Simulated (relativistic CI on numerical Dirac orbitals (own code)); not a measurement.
Slater and spin-orbit integrals, Ta⁸⁺

These numbers are calculated, not measured: Dirac-Coulomb-Breit CI, KLI orbitals optimised for each configuration, a model potential for QED, unscaled Slater integrals (own radial code, finite nucleus).

Slater integrals F^k, G^k are unscaled and averaged over j, outside the closed core [Kr] 4d10; ζ comes from projecting the Hamiltonian with its Breit term on Σ l·s of the shell.

- 4f13 5s2 5p4: ζ(4f) = 4346.1, F^2(5p,5p) = 92045, F^2(4f,5p) = 68349, G^2(4f,5p) = 29247, G^4(4f,5p) = 24140, ζ(5p) = 58388 cm⁻¹; <r>(4f) = 0.5985, <r^2>(4f) = 0.4385, <r>(5p) = 1.165, <r^2>(5p) = 1.52 (bohr units).
- 4f11 5s2 5p6: F^2(4f,4f) = 172810, F^4(4f,4f) = 109880, F^6(4f,4f) = 79479, ζ(4f) = 4740.2 cm⁻¹; <r>(4f) = 0.5743, <r^2>(4f) = 0.3997 (bohr units).
- 4f12 5s2 5p5: F^2(4f,4f) = 168590, F^4(4f,4f) = 106980, F^6(4f,4f) = 77318, ζ(4f) = 4541.6, F^2(4f,5p) = 68697, G^2(4f,5p) = 28500, G^4(4f,5p) = 23739, ζ(5p) = 60312 cm⁻¹; <r>(4f) = 0.5861, <r^2>(4f) = 0.4184, <r>(5p) = 1.153, <r^2>(5p) = 1.489 (bohr units).

Averages of the first 10 configurations, taken without configuration mixing, which lowers the lowest level and can move excited configurations by several eV; other configurations of the list can lie among them:

| Configuration | Parity | States | Average energy above the lowest level (eV) |
| --- | --- | --- | --- |
| 4f13 5s2 5p4 | odd | 210 | 9.6 |
| 4f11 5s2 5p6 | odd | 364 | 14.0 |
| 4f12 5s2 5p5 | odd | 546 | 9.0 |
| 4f14 5s2 5p3 | odd | 20 | 15.4 |
| 4f13 5s 5p5 | even | 168 | 50.1 |
| 4f12 5s 5p6 | even | 182 | 51.9 |
| 4f13 5s2 5p3 5d | even | 2800 | 58.5 |
| 4f13 5p6 | odd | 14 | 94.9 |
| 4f14 5s2 5p2 5d | even | 150 | 63.6 |
| 4f14 5s 5p4 | even | 30 | 53.6 |
